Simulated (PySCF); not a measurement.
Ga(H)3 anion (GaH3), SMILES [GaH3] (connectivity only; charge and spin as stated), charge -1, multiplicity 2. Atoms are numbered in the order given.

```xyz
4

Ga     0.0000     0.0000     0.0423
H     -1.3409    -0.7742    -0.4373
H      1.3409    -0.7742    -0.4373
H      0.0000     1.5483    -0.4373
```
Charge -1, spin multiplicity 2.

Coordinates come from a PBE0-D3(BJ)/def2-TZVPD optimisation. The spin state was assumed, not searched. The isomer is the one that the SMILES or the coordinates give; other isomers of the formula were not compared.

Computed with PySCF with M06-2X/def2-TZVPD.

Mulliken values depend strongly on the basis, most of all with diffuse functions as here. ESP charges are fitted to the potential on shells at 1.4 to 2.0 van der Waals radii. Atomic charges (e):

| atom | meta-Löwdin | ESP fit | Mulliken spin |
|---|---|---|---|
| Ga1 | -0.52 | -0.72 | 0.78 |
| H2 | -0.16 | -0.09 | 0.07 |
| H3 | -0.16 | -0.09 | 0.07 |
| H4 | -0.16 | -0.09 | 0.07 |
